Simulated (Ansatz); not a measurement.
`F[SiH2]SS` + PH₃ → `F[SiH2]P` + `SS` at 298.15 K and 1 bar (ligand exchange at the Si–S bond).

Gas-phase electronic energies from Ansatz, PBE0-D4/def2-TZVP geometries. CCSD(T)/CBS adds triple-zeta CCSD(T) − MP2 to the extrapolated MP2 energy (def2 sets, frozen cores). This one scheme is used for every species. One conformer a species, not always the lowest.

| species | CCSD(T)/CBS energy (Eh) | H − E (kJ/mol) | S (J/(mol·K)) |
| --- | --- | --- | --- |
| `F[SiH2]SS` | -1186.31147 | 102.0 | 330.4 |
| PH₃ | -342.72256 | 73.1 | 210.2 |
| `F[SiH2]P` | -732.27050 | 114.4 | 302.0 |
| `SS` | -796.74576 | 60.1 | 251.3 |

H − E and S are ideal-gas, rigid-rotor, harmonic terms from PBE0-D4/def2-TZVP, for one conformer and one mirror image of each species. 1 Eh = 2625.50 kJ/mol, R = 8.31446 J/(mol·K).

**Question.** By hand: ΔE, ΔH, ΔS and ΔG.

**Answer.** ΔE = (-732.27050) + (-796.74576) − (-1186.31147) − (-342.72256) = 0.01777 Eh = 46.7 kJ/mol. Δ(H − E) = 114.4 + 60.1 − 102.0 − 73.1 = -0.6, so ΔH = 46.1 kJ/mol. ΔS = 302.0 + 251.3 − 330.4 − 210.2 = 12.7 J/(mol·K). ΔG = 46.1 − 298.15 × (12.7)/1000 = 42.3 kJ/mol.

**Question.** By hand: the equilibrium constant, and the temperature at which ΔG would vanish if ΔH and ΔS stayed fixed.

**Answer.** log₁₀ K = −ΔG/(RT ln 10) = -7.4. ΔG = 0 at ΔH/ΔS = 3630 K, far beyond where these terms or the molecules hold.

The number of gas molecules stays the same, so ΔS is small and ΔH decides. A doubt of 5 kJ/mol in ΔE shifts log₁₀ K by 0.9 here. Other conformers and mirror images would add mixing entropy, several J/(mol·K) or more a flexible species. These are equilibria of isolated gas molecules and say nothing of rates. Largest T1 diagnostic: 0.013 (customary marks: 0.02 for closed shells, 0.045 for open ones).
